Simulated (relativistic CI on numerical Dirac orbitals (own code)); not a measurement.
Eu³⁺: q coefficients and field-shift factors

Calculated at this level of theory: Dirac-Coulomb-Breit CI, KLI orbitals optimised for each configuration, valence Slater integrals scaled by 0.85, P86 correlation energy added to each configuration, derivatives by finite differences, QED left out (own radial code, finite nucleus).

CI space (outside the closed core [Xe]): 4f⁶, 4f⁵6s, 4f⁴6s². The list is cut by size and lacks configurations that can hold low levels.

With x = (α/α₀)² − 1 an excitation energy changes as ω = ω₀ + qx; K = 2q/ω₀ is the relative enhancement. Terms are leading LS components, so labels can repeat. The field-shift factor is F = δν/δ⟨r²⟩ for the transition from the lowest level.

Lowest level 4f⁶ ⁷F0.

| Level | ω₀ (cm⁻¹) | q (cm⁻¹) | F (GHz/fm²) |
| --- | --- | --- | --- |
| 4f⁶ ⁷F1 | 385.8 | 613 | 0.022 |
| 4f⁶ ⁷F2 | 1056.6 | 1513 | 0.0564 |
| 4f⁶ ⁷F3 | 1913.9 | 2480 | 0.0961 |
| 4f⁶ ⁷F4 | 2885.5 | 3406 | 0.137 |
| 4f⁶ ⁷F5 | 3922.2 | 4240 | 0.177 |
| 4f⁶ ⁷F6 | 4987.8 | 4944 | 0.214 |
| 4f⁶ ⁵D0 | 16292.6 | -3688 | 0.323 |
| 4f⁶ ⁵D1 | 17979.2 | -1385 | 0.413 |
| 4f⁶ ⁵D2 | 20402.1 | 988.4 | 0.521 |
| 4f⁶ ⁵L6 | 23154.6 | -621.7 | 0.546 |
| 4f⁶ ⁵D3 | 23262.0 | 3218 | 0.636 |
| 4f⁶ ⁵L7 | 24177.5 | 831.7 | 0.599 |
| 4f⁶ ⁵L8 | 25068.9 | 1880 | 0.64 |
| 4f⁶ ⁵G2 | 25439.5 | 633.7 | 0.63 |
| 4f⁶ ⁵G3 | 25638.1 | 973.6 | 0.64 |
| 4f⁶ ⁵G6 | 25642.4 | 267.1 | 0.618 |
| 4f⁶ ⁵G4 | 25694.0 | 1085 | 0.642 |
| 4f⁶ ⁵G5 | 25695.3 | 684.6 | 0.631 |
| 4f⁶ ⁵L9 | 25785.6 | 2538 | 0.668 |
| 4f⁶ ⁵L10 | 26225.6 | 2594 | 0.677 |
| 4f⁶ ⁵D4 | 26516.6 | 5362 | 0.756 |
| 4f⁶ ⁵H3 | 29722.9 | 1784 | 0.749 |
| 4f⁶ ⁵H7 | 29921.9 | 1045 | 0.729 |

For a near-neutral ion this model can misplace configurations by up to about 10,000 cm⁻¹ (more where the count of f electrons changes) and terms by 10 to 25 % of their spread. Rates follow the energies as ν³ (E1, M1) or ν⁵ (E2), so they and the lifetimes can be off by large factors. The fine structure of a lone outer electron comes out too small, for d and f at times inverted, and misplaced configurations move strength between like terms.

Question: Which transition from the lowest level has the largest |K|?

Answer: 4f⁶ ⁷F1 at 385.8 cm⁻¹, K = 3.18.
